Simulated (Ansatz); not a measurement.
`FB(F)N[SiH3]` + H₂ → `FBN[SiH3]` + H–F at 298.15 K and 1 bar (hydrogenolysis of a B–F bond).

Gas-phase electronic energies from Ansatz, PBE0-D4/def2-TZVP geometries. CBS: MP2 limit from def2 TZ/QZ plus the TZ coupled-cluster correction, frozen cores. This one scheme is used for every species. Each species was taken in one conformer, which may not be the lowest.

```tsv
species	CCSD(T)/CBS energy (Eh)	H − E (kJ/mol)	S (J/(mol·K))
`FB(F)N[SiH3]`	-570.75785	156.4	340.4
H₂	-1.17544	35.1	130.4
`FBN[SiH3]`	-471.49367	169.8	317.6
H–F	-100.39570	33.5	173.6
```

H − E and S are ideal-gas, rigid-rotor, harmonic terms from PBE0-D4/def2-TZVP, for one conformer and one mirror image of each species. The MP2-based limit puts H₂ 0.8 mEh under its directly extrapolated value; such offsets cancel only in part. 1 Eh = 2625.50 kJ/mol, R = 8.31446 J/(mol·K).

Problem. By hand: ΔE, ΔH, ΔS and ΔG.

Solution. ΔE = (-471.49367) + (-100.39570) − (-570.75785) − (-1.17544) = 0.04392 Eh = 115.3 kJ/mol. Δ(H − E) = 169.8 + 33.5 − 156.4 − 35.1 = 11.8, so ΔH = 127.1 kJ/mol. ΔS = 317.6 + 173.6 − 340.4 − 130.4 = 20.4 J/(mol·K). ΔG = 127.1 − 298.15 × (20.4)/1000 = 121.0 kJ/mol.

Problem. By hand: the equilibrium constant, and the temperature at which ΔG would vanish if ΔH and ΔS stayed fixed.

Solution. log₁₀ K = −ΔG/(RT ln 10) = -21.2. ΔG = 0 at ΔH/ΔS = 6230 K, far beyond where these terms or the molecules hold.

ΔH outweighs TΔS. A doubt of 5 kJ/mol in ΔE shifts log₁₀ K by 0.9 here. Other conformers and mirror images would add mixing entropy, several J/(mol·K) or more a flexible species. Modes under 60 cm⁻¹, often nearly free rotors, make the harmonic entropy too high. These are equilibria of isolated gas molecules and say nothing of rates. Largest T1 diagnostic: 0.012 (customary marks: 0.02 for closed shells, 0.045 for open ones).
